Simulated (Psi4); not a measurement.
H2N (SMILES [NH2-]), charge -1, singlet, at a GFN2-xTB geometry (a gas-phase anion, which may not be bound at this level); B3LYP/def2-TZVPD (Psi4 1.11).

Here is a job for Psi4.
```
memory 2 GB

molecule {
-1 1
  N    -0.00186075    0.10526655    0.10524874
  H     0.81703017   -0.33632412   -0.38615523
  H    -0.80400491   -0.40054172   -0.35058595
}

set basis def2-tzvpd
set s_orthogonalization partialcholesky

energy('b3lyp')
print_variables()
```

**Question.** Predict the main parts of the log of this Psi4 run.

**Answer.** 
```
   => Loading Basis Set <=

    Name: DEF2-TZVPD
    Role: ORBITAL
    Keyword: BASIS

         ---------------------------------------------------------
                                   SCF
               by Justin Turney, Rob Parrish, Andy Simmonett
                          and Daniel G. A. Smith
                              RKS Reference
         ---------------------------------------------------------

  ==> Geometry <==

    Molecular point group: c2v
    Full point group: C2v

    Geometry (in Angstrom), charge = -1, multiplicity = 1:

       Center              X                  Y                   Z               Mass
    ------------   -----------------  -----------------  -----------------  -----------------
         N           -0.000000000000     0.000000000000     0.084295094969    14.003074004430
         H            0.811348230481     0.000000000000    -0.585612787594     1.007825032230
         H           -0.811348230481    -0.000000000000    -0.585612787594     1.007825032230

  Running in c2v symmetry.

  Rotational constants: A =     21.31845  B =     12.70477  C =      7.96062 [cm^-1]
  Rotational constants: A = 639111.19220  B = 380879.39264  C = 238653.46046 [MHz]
  Nuclear repulsion =    7.367251652560579

  Charge       = -1
  Multiplicity = 1
  Electrons    = 10
  Nalpha       = 5
  Nbeta        = 5

  ==> Algorithm <==

  SCF Algorithm Type is DF.
  DIIS enabled.
  MOM disabled.
  Fractional occupation disabled.
  Guess Type is SAD.
  Energy threshold   = 1.00e-06
  Density threshold  = 1.00e-06
  Integral threshold = 1.00e-12

  ==> Primary Basis <==

  Basis Set: DEF2-TZVPD
    Blend: DEF2-TZVPD
    Number of shells: 23
    Number of basis functions: 55
    Number of Cartesian functions: 61
    Spherical Harmonics?: true
    Max angular momentum: 3

  ==> DFT Potential <==

   => LibXC <=

    Version 7.1.2
    S. Lehtola, C. Steigemann, M. J. T. Oliveira, and M. A. L. Marques,  SoftwareX 7, 1–5 (2018) (10.1016/j.softx.2017.11.002)

   => Composite Functional: B3LYP <=

    B3LYP Hyb-GGA Exchange-Correlation Functional

    P. J. Stephens, F. J. Devlin, C. F. Chabalowski, and M. J. Frisch,  J. Phys. Chem. 98, 11623 (1994) (10.1021/j100096a001)

    Deriv               =              1
    GGA                 =           TRUE
    Meta                =          FALSE

    Exchange Hybrid     =           TRUE
    MP2 Hybrid          =          FALSE

   => Exchange Functionals <=

    0.0800   Slater exchange
[...]
   @DF-RKS iter   5:   -55.92600742500467   -1.06025e-03   5.02542e-04 ADIIS/DIIS
   @DF-RKS iter   6:   -55.92611811426958   -1.10689e-04   1.83405e-05 DIIS
   @DF-RKS iter   7:   -55.92611825549975   -1.41230e-07   7.78967e-06 DIIS
   @DF-RKS iter   8:   -55.92611828219386   -2.66941e-08   2.35522e-06 DIIS
   @DF-RKS iter   9:   -55.92611828474173   -2.54787e-09   1.68730e-07 DIIS
  Energy and wave function converged.

  ==> Post-Iterations <==

   Electrons on quadrature grid:
      Ntotal   =   10.0000002283 ; deviation = 2.283e-07

    Orbital Energies [Eh]
    ---------------------

    Doubly Occupied:

[...]
    Virtual:

[...]
    Final Occupation by Irrep:
             A1    A2    B1    B2
    DOCC [     3,    0,    1,    1 ]
    NA   [     3,    0,    1,    1 ]
    NB   [     3,    0,    1,    1 ]

  @DF-RKS Final Energy:   -55.92611828474173

   => Energetics <=

    Nuclear Repulsion Energy =              7.3672516525605793
    One-Electron Energy =                 -93.0315528834482137
    Two-Electron Energy =                  36.0509190690573931
    DFT Exchange-Correlation Energy =      -6.3127361229114962
    Empirical Dispersion Energy =           0.0000000000000000
    VV10 Nonlocal Energy =                  0.0000000000000000
    Total Energy =                        -55.9261182847417331

Computation Completed

Properties will be evaluated at   0.000000,   0.000000,   0.000000 [a0]

Properties computed using the SCF density matrix

 Multipole Moments:

 ------------------------------------------------------------------------------------
     Multipole            Electronic (a.u.)      Nuclear  (a.u.)        Total (a.u.)
 ------------------------------------------------------------------------------------

 L = 1.  Multiply by 2.5417464519 to convert [e a0] to [Debye]
 Dipole X            :          0.0000000            0.0000000            0.0000000
 Dipole Y            :          0.0000000            0.0000000            0.0000000
 Dipole Z            :          0.7273361           -1.0982331           -0.3708970
 Magnitude           :                                                    0.3708970

 ------------------------------------------------------------------------------------

  Variable Map:
  ----------------------------------------------------------------------------
[...]
  Array Variable Map:
  ----------------------------------------------------------------------------
[...]
[...]
```
